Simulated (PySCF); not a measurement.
Computed properties of Zn(OMe)(SH) (CH4OSZn), SMILES C[O][Zn][SH]

Zn(OMe)(SH) (CH4OSZn), SMILES C[O][Zn][SH]. Coordinates come from a B3LYP-D3(BJ)/def2-SVP optimisation. The structure was generated by enumeration; whether it is a known compound was not checked. Other conformers were not sampled. All values are computed for the isolated molecule unless a solvent is named; none is compared with measurement here.

**Structure.** All 18 harmonic modes at B3LYP-D3(BJ)/def2-SVP (PySCF) are real, so it is a minimum. With heavy atoms numbered as in [Zn:1]([O:2][CH3:3])[SH:7], the shortest bond between them is O2–C3 at 1.398 Å and the longest Zn1–S7 at 2.179 Å.

**Vibrations.** The strongest infrared lines (harmonic, unscaled, degenerate partners summed) lie at 1148 cm⁻¹ (248 km/mol, O 46 %, C 39 %, H 15 %), 2936 cm⁻¹ (149 km/mol, H 97 %), 2984 cm⁻¹ (88 km/mol, H 90 %, C 10 %). The softest mode is at 70 cm⁻¹ and the zero-point energy is 31.1 kcal/mol.

**Electronic structure.** ωB97X/def2-TZVP (PySCF) places the frontier levels at -9.85 and 0.83 eV, a gap of 10.68 eV, and gives a dipole moment of 1.31 D and a mean polarisability of 58.1 bohr³. PBE/def2-TZVP (PySCF) at the same geometry gives -6.04 and -1.95 eV, so its gap is 6.59 eV narrower. An orbital gap is neither the optical nor the fundamental gap.

**Excitations.** TDDFT-PBE0/def2-SVPD (PySCF) has S1 at 4.93 eV (252 nm, f = 0.005, weak); the most intense of the 10 singlets computed lies at 5.52 eV (f = 0.06). T1 (TDA) is at 4.59 eV. TDDFT-PBE/def2-SVPD (PySCF) puts S1 at 4.15 eV. No vertical singlet excitation falls in the visible range (under 3.1 eV).

**NMR.** GIAO shifts at PBE0/pcSseg-1 (PySCF) (non-relativistic, atoms alike by connectivity averaged): ¹³C at 60.9 ppm against TMS; ¹H from -0.2 to 4.4 ppm against TMS.
